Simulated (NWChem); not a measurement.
Everything below was run with NWChem. System: C4H7Cl, charge 0, spin multiplicity 1, at a geometry optimised with PBE0/def2-SVP. The structure started from a generated list of species. Level: MP2/def2-SVP, 9 core orbitals frozen.

The NWChem input:

```
start mol
memory heap 200 mb stack 800 mb global 1000 mb
geometry units angstroms nocenter noautoz
  Cl    -0.448498    -1.715285     0.000000
  C     -0.464348     0.068172     0.000000
  C      0.339370     0.803456     1.076431
  C      0.685841     1.853155     0.000000
  C      0.339370     0.803456    -1.076431
  H     -1.521634     0.368994     0.000000
  H     -0.191061     1.119910     1.986361
  H      1.222946     0.213395     1.361892
  H     -0.025527     2.692878     0.000000
  H      1.706454     2.261930     0.000000
  H     -0.191061     1.119910    -1.986361
  H      1.222946     0.213395    -1.361892
  symmetry group Cs
end
basis spherical
  * library def2-svp
end
scf
  rhf
  nopen 0
  maxiter 100
  thresh 1e-7
  semidirect memsize 60000000 filesize 0
end
mp2
  freeze core 9
end
task mp2 energy
```

Output (cleaned and shortened):

```
             Northwest Computational Chemistry Package (NWChem) 7.3.0
             --------------------------------------------------------

                                NWChem Input Module
                                -------------------

 Scaling coordinates for geometry "geometry" by  1.889725989
 (inverse scale =  0.529177249)

 Turning off AUTOSYM since
 SYMMETRY directive was detected!

                             Geometry "geometry" -> ""
                             -------------------------

 Output coordinates in angstroms (scale by  1.889725989 to convert to a.u.)

  No.       Tag          Charge          X              Y              Z
 ---- ---------------- ---------- -------------- -------------- --------------
    1 Cl                  17.0000    -0.44849800    -1.71528500     0.00000000
    2 C                    6.0000    -0.46434800     0.06817200     0.00000000
    3 C                    6.0000     0.33937000     0.80345600     1.07643100
    4 C                    6.0000     0.68584100     1.85315500     0.00000000
    5 C                    6.0000     0.33937000     0.80345600    -1.07643100
    6 H                    1.0000    -1.52163400     0.36899400     0.00000000
    7 H                    1.0000    -0.19106100     1.11991000     1.98636100
    8 H                    1.0000     1.22294600     0.21339500     1.36189200
    9 H                    1.0000    -0.02552700     2.69287800     0.00000000
   10 H                    1.0000     1.70645400     2.26193000     0.00000000
   11 H                    1.0000    -0.19106100     1.11991000    -1.98636100
   12 H                    1.0000     1.22294600     0.21339500    -1.36189200

 Effective nuclear repulsion energy (a.u.)     221.3431460869

            Nuclear Dipole moment (a.u.)
            ----------------------------
        X                 Y               Z
 ---------------- ---------------- ----------------
    -0.0000094486     0.0000018897    -0.0000000000

      Symmetry information
      --------------------

 Group name             Cs
 Group number              2
 Group order               2
 No. of unique centers     9

      Symmetry unique atoms

     1    2    3    4    6    7    8    9   10


 Summary of "ao basis" -> "" (spherical)
 ------------------------------------------------------------------------------
       Tag                 Description            Shells   Functions and Types
 ---------------- ------------------------------  ------  ---------------------
 *                          def2-svp                  on all atoms

 Summary of "ao basis" -> "ao basis" (spherical)
 ------------------------------------------------------------------------------
       Tag                 Description            Shells   Functions and Types
 ---------------- ------------------------------  ------  ---------------------
 Cl                         def2-svp                 8       18   4s3p1d
 C                          def2-svp                 6       14   3s2p1d
 H                          def2-svp                 3        5   2s1p

                                 NWChem SCF Module
                                 -----------------

  ao basis        = "ao basis"
  functions       =   109
  atoms           =    12
  closed shells   =    24
  open shells     =     0
  charge          =   0.00
  wavefunction    = RHF
  use symmetry    = T
  symmetry adapt  = T

 Summary of "ao basis" -> "ao basis" (spherical)
 ------------------------------------------------------------------------------
[...]
   Bfn.  Coefficient  Atom+Function         Bfn.  Coefficient  Atom+Function
  ----- ------------  ---------------      ----- ------------  ---------------
    96     -0.878874  10 H  s                86     -0.857373   8 H  s
   106     -0.857373  12 H  s                76      0.829147   6 H  s
    21     -0.746759   2 C  s                35      0.552295   3 C  s
    63      0.552295   5 C  s                91      0.525140   9 H  s
    53      0.518603   4 C  px               81      0.485583   7 H  s

 Vector   27  Occ=0.000000D+00  E= 2.212037D-01  Symmetry=a"
              MO Center=  1.3D-01,  9.3D-01, -1.4D-13, r^2= 8.2D+00
   Bfn.  Coefficient  Atom+Function         Bfn.  Coefficient  Atom+Function
  ----- ------------  ---------------      ----- ------------  ---------------
    35      2.483469   3 C  s                63     -2.483469   5 C  s
    81     -1.398650   7 H  s               101      1.398650  11 H  s
    86     -0.926825   8 H  s               106      0.926825  12 H  s
    27     -0.629727   2 C  pz               55     -0.583784   4 C  pz
    41      0.279624   3 C  pz               69      0.279624   5 C  pz

 center of mass
 --------------
 x =  -0.05542171 y =  -0.20130248 z =   0.00000000

 moments of inertia (a.u.)
 ------------------
         761.868798420673        -183.502171668066           0.000000000000
        -183.502171668066         235.012384948086           0.000000000000
           0.000000000000           0.000000000000         714.764071788372

  Mulliken analysis of the total density
  --------------------------------------

    Atom       Charge   Shell Charges
 -----------   ------   -------------------------------------------------------
    1 Cl  17    17.21   2.00  1.99  1.19  0.77  5.94  2.09  3.19  0.03
    2 C    6     6.09   1.99  0.90  0.34  1.98  0.82  0.06
    3 C    6     6.00   1.99  0.87  0.23  2.04  0.82  0.05
    4 C    6     6.10   1.99  0.86  0.28  2.04  0.88  0.05
    5 C    6     6.00   1.99  0.87  0.23  2.04  0.82  0.05
    6 H    1     0.92   0.76  0.14  0.02
    7 H    1     0.95   0.75  0.17  0.02
    8 H    1     0.95   0.75  0.17  0.02
    9 H    1     0.95   0.76  0.17  0.02
   10 H    1     0.95   0.75  0.17  0.02
   11 H    1     0.95   0.75  0.17  0.02
   12 H    1     0.95   0.75  0.17  0.02

       Multipole analysis of the density wrt the origin
       ------------------------------------------------

     L   x y z        total         open         nuclear
     -   - - -        -----         ----         -------
     0   0 0 0     -0.000000      0.000000     48.000000

     1   1 0 0      0.081165      0.000000     -0.000009
     1   0 1 0      0.885616      0.000000      0.000002
     1   0 0 1     -0.000000      0.000000     -0.000000

     2   2 0 0    -27.802069      0.000000     61.457348
     2   1 1 0     -0.984034      0.000000     96.810507
     2   1 0 1     -0.000000      0.000000      0.000000
     2   0 2 0    -30.471511      0.000000    333.896213
     2   0 1 1      0.000000      0.000000     -0.000000
     2   0 0 2    -28.496220      0.000000     91.080724

                   NWChem MP2 Semi-direct Energy/Gradient Module
                   ---------------------------------------------

  Basis functions       =    109
  Molecular orbitals    =    109
  Frozen core           =      9
  Frozen virtuals       =      0
  Active alpha occupied =     15
  Active beta occupied  =     15
  Active alpha virtual  =     85
  Active beta virtual   =     85
  Use MO symmetry       = T
  Use skeleton AO sym   = T

  AO/Fock/Back tols     =   1.0D-09  1.0D-09  1.0D-09

 GA uses MA = F    GA memory limited = T

 Available:
  local mem=  1.15D+08
 global mem=  1.31D+08
 local disk=  0.00D+00
  mp2_memr nvloc                    85
  nvloc new                    85
   1 passes of  15:        3145728                      56749                  25367135.
   1 passes of  15: M    114663671           G      131048238           F     111517943.

 Semi-direct pass number   1 of   1  for RHF alpha+beta  at        3.2s
  vrange nnbf                  5847
  mp2_eaftype                    96  avail_ma_in_mb                   999
 EAF : mp2_eaftype filesize          96   12683567.
  mp2_eaf for mointskh                     96
Node 0 wrote     59.6 Mb in      0.0 s     Agg I/O rate:  2051.3 Mb/s
 Done moints_semi at        8.8s
  mp2_eaftype                    96  avail_ma_in_mb                   903
 EAF : mp2_eaftype filesize          96   12683567.
  mp2_eaf for kh                    96
 Done maket at        9.3s
 Done multipass loop at        9.3s

          -------------------------------------------
          SCF energy                -614.759959424151
          Correlation energy          -0.695371222396
          Singlet pairs               -0.443813991132
          Triplet pairs               -0.251557231264
          Total MP2 energy          -615.455330646547
          -------------------------------------------

          ---------------------------------------------------
                    Spin Component Scaled (SCS) MP2
          Same spin pairs                     -0.167704820843
          Same spin scaling factor             0.333333333333
          Opposite spin pairs                 -0.527666401553
          Opposite spin scaling fact.          1.200000000000
          SCS-MP2 correlation energy          -0.689101288811
          Total SCS-MP2 energy              -615.449060712962
          ---------------------------------------------------

 -----------------------
 Performance information
 -----------------------

 Timer overhead =  2.37D-07 seconds/call

               Nr. of calls         CPU time (s)                 Wall time (s)                GFlops
             ---------------    -------------------     ------------------------------   -------------------
Name         Min   Avg   Max    Min     Avg     Max     Min     Avg     Max   Mx/calls   Min     Max     Sum
mp2: moin     1     1     1    5.5     5.5     5.5      5.5     5.5     5.5     5.5      0.0     0.0     0.0
mp2: make     1     1     1   0.48    0.48    0.48     0.48    0.48    0.48    0.48      0.0     0.0     0.0
mp2: tota     1     1     1    6.1     6.1     6.1      6.1     6.1     6.1     6.1      0.0     0.0     0.0

 The average no. of pstat calls per process was 3.00D+00
 with a timing overhead of 7.11D-07s

 Task  times  cpu:        9.2s     wall:        9.2s

 Total times  cpu:        9.3s     wall:        9.3s
```
